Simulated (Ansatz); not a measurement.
Geometry optimisation, Ansatz, RKS PBE0/def2-SVP.

Input:

```yaml
crystal:
  periodic: [false, false, false]
  atoms:
    - { symbol: "N", position_ang: [-1.2027, 0.0121, -1.2931] }
    - { symbol: Sn, position_ang: [0.0813, -0.0114, 0.2609] }
    - { symbol: O, position_ang: [0.8848, -1.8024, 0.3307] }
    - { symbol: O, position_ang: [-0.7949, 0.3671, 1.9553] }
    - { symbol: O, position_ang: [1.493, 1.352, -0.0315] }
    - { symbol: H, position_ang: [-2.23173, -0.02876, -0.85481] }
    - { symbol: H, position_ang: [-1.118, -0.87737, -1.81449] }
    - { symbol: H, position_ang: [1.5796, -1.735, 1.1054] }
    - { symbol: H, position_ang: [-1.5438, -0.3449, 2.0624] }
    - { symbol: H, position_ang: [1.8808, 1.1414, -0.8748] }
basis:
  gaussian: { orbitals: def2-SVP }
hamiltonian:
  xc: pbe0
relax:
  f_tol: 0.015
  max_steps: 40
output:
  orbitals: {}
```

Command:

```bash
$ ansatz run input.yaml --threads 2 --pin off --max-ram 3072MiB --backend cpu --events-out ev --progress --plain --runs-dir out
```

Q: Where does it end, and by what steps?

A: The run converged. The force dipped under the threshold on the way, but the program's further checks kept it going. After 23 steps the energy has fallen by 0.629 eV; H9 moved furthest, 1.14 Å.

```json
{"step": "0", "energy less start (eV)": "0.0000", "largest force component (eV/Å)": "3.165", "accepted": "yes"}
{"step": "1", "energy less start (eV)": "-0.4539", "largest force component (eV/Å)": "1.423", "accepted": "yes"}
{"step": "2", "energy less start (eV)": "-0.5676", "largest force component (eV/Å)": "0.384", "accepted": "yes"}
{"step": "3", "energy less start (eV)": "-0.5738", "largest force component (eV/Å)": "0.337", "accepted": "yes"}
{"step": "4", "energy less start (eV)": "-0.5825", "largest force component (eV/Å)": "0.451", "accepted": "yes"}
{"step": "5", "energy less start (eV)": "-0.5867", "largest force component (eV/Å)": "0.128", "accepted": "yes"}
{"step": "6", "energy less start (eV)": "-0.5932", "largest force component (eV/Å)": "0.081", "accepted": "yes"}
{"step": "7", "energy less start (eV)": "-0.6029", "largest force component (eV/Å)": "0.036", "accepted": "yes"}
{"step": "8", "energy less start (eV)": "-0.5892", "largest force component (eV/Å)": "0.760", "accepted": "no"}
{"step": "9", "energy less start (eV)": "-0.6085", "largest force component (eV/Å)": "0.109", "accepted": "yes"}
{"step": "10", "energy less start (eV)": "-0.6013", "largest force component (eV/Å)": "0.768", "accepted": "no"}
{"step": "11", "energy less start (eV)": "-0.6123", "largest force component (eV/Å)": "0.057", "accepted": "yes"}
{"step": "12", "energy less start (eV)": "-0.6144", "largest force component (eV/Å)": "0.287", "accepted": "yes"}
{"step": "13", "energy less start (eV)": "-0.6200", "largest force component (eV/Å)": "0.088", "accepted": "yes"}
{"step": "14", "energy less start (eV)": "-0.6247", "largest force component (eV/Å)": "0.078", "accepted": "yes"}
{"step": "15", "energy less start (eV)": "-0.6254", "largest force component (eV/Å)": "0.040", "accepted": "yes"}
{"step": "16", "energy less start (eV)": "-0.6276", "largest force component (eV/Å)": "0.021", "accepted": "yes"}
{"step": "17", "energy less start (eV)": "-0.6190", "largest force component (eV/Å)": "0.469", "accepted": "no"}
{"step": "18", "energy less start (eV)": "-0.6282", "largest force component (eV/Å)": "0.006", "accepted": "yes"}
{"step": "19", "energy less start (eV)": "-0.6283", "largest force component (eV/Å)": "0.100", "accepted": "yes"}
{"step": "20", "energy less start (eV)": "-0.6286", "largest force component (eV/Å)": "0.007", "accepted": "yes"}
{"step": "21", "energy less start (eV)": "-0.6286", "largest force component (eV/Å)": "0.005", "accepted": "yes"}
{"step": "22", "energy less start (eV)": "-0.6286", "largest force component (eV/Å)": "0.090", "accepted": "no"}
{"step": "23", "energy less start (eV)": "-0.6287", "largest force component (eV/Å)": "0.007", "accepted": "yes"}
```

```xyz
10
Properties=species:S:1:pos:R:3
N -1.182 -0.105 -1.419
Sn -0.032 -0.222 0.232
O 0.723 -2.004 0.616
O -1.213 0.394 1.687
O 1.603 0.880 0.108
H -2.170 -0.058 -1.171
H -1.050 -0.903 -2.038
H 1.686 -1.950 0.661
H -0.782 0.343 2.548
H 1.444 1.698 -0.378
```

Whether the end is a true minimum wasn't checked by a vibrational analysis.

Run time: 69 s on 2 threads of Arm Neoverse V2, on a shared host, peak memory 0.25 GiB.
